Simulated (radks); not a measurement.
Results of a calculation; reference values are marked as such.
All-electron atom: La XIV in [Kr] 4d8 (the NIST ground configuration).

Level of theory: scalar-relativistic Kohn-Sham, r2SCAN, spin-polarised, spherical densities, finite nucleus; open shells are filled with parallel spins first (spin-orbit coupling, left out, can overturn this in heavy ions); meta-GGA in the generalised Kohn-Sham scheme; Fermi nuclear charge, rms radius 4.855 fm (a radial shooting solver on a logarithmic mesh with Libxc functionals).

Energy parts (Ry):
total: -16881.8631
kinetic: 17862.5392
electron-nucleus: -40084.7881
Hartree: 5731.8355
exchange-correlation: -391.4498

Orbitals (lengths in bohr, moments of r in powers of bohr; r(max) is where P^2 peaks; r(90%) holds 90 % of the orbital's charge):
| orbital | occ. | eigenvalue (Ry) | r(max) | r(90%) | <r^2> |
|---|---|---|---|---|---|
| 1s up | 1 | -2870.631 | 0.01608 | 0.0452 | 0.0008541 |
| 1s down | 1 | -2870.631 | 0.01608 | 0.0452 | 0.0008541 |
| 2s up | 1 | -473.2696 | 0.09089 | 0.166 | 0.01361 |
| 2s down | 1 | -473.1599 | 0.09088 | 0.166 | 0.01361 |
| 2p up | 3 | -425.7945 | 0.07313 | 0.153 | 0.01084 |
| 2p down | 3 | -425.7114 | 0.07313 | 0.153 | 0.01084 |
| 3s up | 1 | -115.2550 | 0.2598 | 0.417 | 0.09229 |
| 3s down | 1 | -115.2327 | 0.2598 | 0.417 | 0.09225 |
| 3p up | 3 | -100.0085 | 0.2542 | 0.423 | 0.09235 |
| 3p down | 3 | -99.97416 | 0.2543 | 0.422 | 0.09230 |
| 3d up | 5 | -78.18414 | 0.2099 | 0.405 | 0.07915 |
| 3d down | 5 | -78.10614 | 0.2101 | 0.405 | 0.07914 |
| 4s up | 1 | -36.43737 | 0.6030 | 0.916 | 0.4629 |
| 4s down | 1 | -36.16346 | 0.6027 | 0.917 | 0.4635 |
| 4p up | 3 | -31.32434 | 0.6271 | 0.971 | 0.5122 |
| 4p down | 3 | -31.05207 | 0.6269 | 0.972 | 0.5133 |
| 4d up | 5 | -23.84195 | 0.6539 | 1.06 | 0.5944 |
| 4d down | 3 | -23.57425 | 0.6541 | 1.07 | 0.5971 |

The highest occupied level is 4d down at -320.74 eV. The density falls to 0.001 e/bohr^3 at r = 1.85 bohr. Spin moment in Bohr magnetons: 2. The spin density at the nucleus is -2.156 e/bohr^3 (1s -0.078, 2s -4.832, 3s 2.331, 4s 0.422). Summed over all electrons, <r^2> = 10.39 bohr^2, which gives a Langevin (diamagnetic) susceptibility term of -8.23 x 10^-6 cm^3/mol. For comparison, the ionisation energy in NIST's Atomic Spectra Database is 332 eV (theoretical). In exact Kohn-Sham theory the highest level is minus the ionisation energy, but local and semilocal functionals leave it too shallow, through self-interaction and a potential that decays too fast; potentials with the right tail come closer. The electron density at the nucleus is 3.644e+05 e/bohr^3 (large components only).
